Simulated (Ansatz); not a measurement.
BH$_{6}$NO$_{3}$, SMILES `[NH3+][B-](O)(O)O`, relaxed with RKS PBE0-D4/def2-TZVP in Ansatz 0.2.0 from a PBE-D4/def2-SVP geometry. The force threshold is 0.005 eV/Å; the program also tests the step.

Total charge 0; spin multiplicity 1.

Start:

```xyz
11

N    -1.002   -0.344   -0.805
B     0.319    0.110    0.256
O    -0.357    0.402    1.490
O     0.887    1.243   -0.417
O     1.133   -1.073    0.264
H    -1.587    0.474   -1.017
H    -1.587   -1.061   -0.356
H    -0.634   -0.724   -1.687
H    -0.164    1.330    1.704
H     1.811    1.017   -0.619
H     1.181   -1.376    1.187
```

Task: How much energy does the relaxation release, and in how many steps? (Best estimate.)

Result: Ansatz gave: 0.04 eV, in 5 steps.

Task: Which bonds change most? (Best estimate.)

Result: Ansatz gave: N1–B2 from 1.754 to 1.725 Å; N1–H7 from 1.028 to 1.014 Å; N1–H8 from 1.028 to 1.014 Å; N1–H6 from 1.028 to 1.014 Å.

Task: Give the relaxed structure. (An estimate is asked.)

Result: The calculation gave: 
```xyz
11

N    -0.988   -0.340   -0.794
B     0.311    0.107    0.250
O    -0.354    0.394    1.481
O     0.878    1.238   -0.413
O     1.129   -1.064    0.260
H    -1.523    0.484   -1.047
H    -1.596   -1.000   -0.322
H    -0.619   -0.769   -1.636
H    -0.205    1.311    1.715
H     1.786    1.045   -0.649
H     1.181   -1.407    1.153
```
